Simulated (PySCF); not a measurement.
Gas-phase reaction: GeH2Cl2 + HCl ⇌ GeH3 + 3 Cl

Computed with PySCF (xtb for GFN2) and rigid-rotor harmonic-oscillator thermochemistry at 1 bar. † marks an energy on the PBE0/def2-TZVP geometry and frequencies; other levels use their own. CCSD(T) freezes the core. 6-31G* has spherical d functions here. Open shells (unrestricted): GeH3 (multiplicity 2), Cl (multiplicity 2, electronic degeneracy 6); the rest are closed-shell singlets. GFN2 has no spin-polarisation term. Spin-orbit splitting is ignored; it lowers the true energy and changes the entropy of Cl. Ge: all electrons, no relativistic terms. GeH3: computed as isolated molecules; such fragments, hydroxides, amides, oligomers or adducts are transient or little studied in the gas. CCSD(T) isn't extrapolated to the basis-set limit; its ΔH°(298 K) is 801.5 kJ in def2-SVP and 869.0 kJ in def2-TZVPP. The harmonic model lacks anharmonicity and excited electronic states, which grow with temperature; levels with a mode under 35 cm⁻¹ are left out.

ΔH° and ΔS° at 298 K: BLYP/def2-TZVP† 842 kJ, 247 J/K; CCSD(T)/def2-SVP† 801 kJ, 247 J/K; GFN2-xTB 931 kJ, 243 J/K; HF/6-31G* 587 kJ, 248 J/K.

Problem. With the heat capacities included, give log10 K (1 bar) at 500, 600, 800, 1200, 2500 K from BLYP/def2-TZVP†, CCSD(T)/def2-SVP†, GFN2-xTB, HF/6-31G*.

Solution. 
```json
[
 {"T (K)": "500", "BLYP/def2-TZVP†": "-75.0", "CCSD(T)/def2-SVP†": "-70.8", "GFN2-xTB": "-84.5", "HF/6-31G*": "-48.4"},
 {"T (K)": "600", "BLYP/def2-TZVP†": "-60.3", "CCSD(T)/def2-SVP†": "-56.8", "GFN2-xTB": "-68.3", "HF/6-31G*": "-38.1"},
 {"T (K)": "800", "BLYP/def2-TZVP†": "-42.0", "CCSD(T)/def2-SVP†": "-39.3", "GFN2-xTB": "-48.0", "HF/6-31G*": "-25.3"},
 {"T (K)": "1200", "BLYP/def2-TZVP†": "-23.6", "CCSD(T)/def2-SVP†": "-21.9", "GFN2-xTB": "-27.7", "HF/6-31G*": "-12.5"},
 {"T (K)": "2500", "BLYP/def2-TZVP†": "-4.5", "CCSD(T)/def2-SVP†": "-3.6", "GFN2-xTB": "-6.6", "HF/6-31G*": "0.9"}
]
```
